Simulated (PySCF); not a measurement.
Si(H)2(Me)(vinyl) (C3H8Si), SMILES C[SiH2]C=C. Atoms are numbered in the order given.

```xyz
12

Si     0.4798    -0.4210     0.4387
C      1.9341     0.2530    -0.5569
C     -1.1484    -0.0898    -0.4312
C     -2.1336     0.6606     0.0811
H      0.6625    -1.8941     0.6251
H      0.4254     0.2240     1.7856
H      1.8431     1.3425    -0.6918
H      2.8899     0.0465    -0.0490
H      1.9734    -0.2120    -1.5553
H     -1.3049    -0.5281    -1.4273
H     -3.0712     0.8434    -0.4568
H     -2.0483     1.1283     1.0690
```

Coordinates come from a B3LYP-D3(BJ)/def2-SVP optimisation. The values are those of a single conformer.

Method: PBE/def2-TZVP run with PySCF.

ESP charges are fitted to the potential on shells at 1.4 to 2.0 van der Waals radii. Atomic charges (e):

```csv
atom,Löwdin,ESP fit
Si1,___,0.54
C2,-0.47,-0.64
C3,-0.31,-0.25
C4,___,-0.39
H5,-0.03,-0.14
H6,-0.02,-0.12
H7,0.13,0.17
H8,0.13,0.16
H9,0.13,0.16
H10,___,0.15
H11,___,0.18
H12,___,0.17
```

Complete the blanks. (Estimate from the structure and the level; the computed values follow.)


- Si1, Löwdin: 0.27
- C4, Löwdin: -0.22
- H10, Löwdin: 0.14
- H11, Löwdin: 0.12
- H12, Löwdin: 0.12

Computed Mayer and Wiberg (Löwdin basis) orders of the bonds:
```tsv
bond	Mayer	Wiberg
Si1–C2	1.01	1.24
Si1–C3	1.00	1.13
C3–C4	1.94	2.22
Si1–H5	0.94	0.91
Si1–H6	0.94	0.91
C2–H7	0.95	0.90
C2–H8	0.95	0.90
C2–H9	0.95	0.90
C3–H10	0.92	0.84
C4–H11	0.94	0.89
C4–H12	0.95	0.89
```
